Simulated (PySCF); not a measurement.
## Simulated characterisation data

- PBE0/pcSseg-1 with gauge-including orbitals
- geometry from GFN2-xTB
- run in PySCF
- non-relativistic Hamiltonian, averaged over atoms made equivalent by symmetry, fast rotation or ring inversion, one conformer, in vacuum

δ = σ(ref) − σ, references computed at the same level: TMS for $^{1}$H (σ = 31.72 ppm), $^{13}$C (σ = 186.93 ppm). Splittings of carbon signals by F and P are missing where no couplings were computed. Where no couplings were computed, multiplicities follow the n + 1 count of equivalent neighbours, and m marks all less simple cases (inequivalent or close neighbours, rings, F or P nearby). Shifts are as computed. Against solution values, carbons near 30 ppm lie about +3 ppm off and those near 130 ppm about +5 ppm. Of 1211 compounds with measured shifts, 218 miss one by over three times the rms of a fit or turn the order of signals round; such compounds aren't used in these exercises.

Compound 1 (C₇H₁₄FP). $^{1}$H NMR (400 MHz, computed): δ 2.45 (m, 3H), 1.85 (m, 2H), 1.15 (s, 9H). $^{13}$C{$^{1}$H} NMR (computed): δ 233.4 (C), 43.1 (CH2), 32.0 (C), 31.8 (CH3), 24.8 (CH3). Structure: SMILES C(C/P=C(\C)F)(C)(C)C.

Compound 2 (C₆H₁₁NSi). $^{1}$H NMR (400 MHz, computed): δ 6.21 (m, 1H), 5.55 (m, 1H), 4.31 (m, 2H), 2.99 (d, 2H), 1.78 (m, 2H), 0.20 (t, 3H). $^{13}$C{$^{1}$H} NMR (computed): δ 140.2, 123.4, 122.8, 18.6, 16.1, -5.7. Structure: SMILES C[SiH2]C/C=C\CC#N.
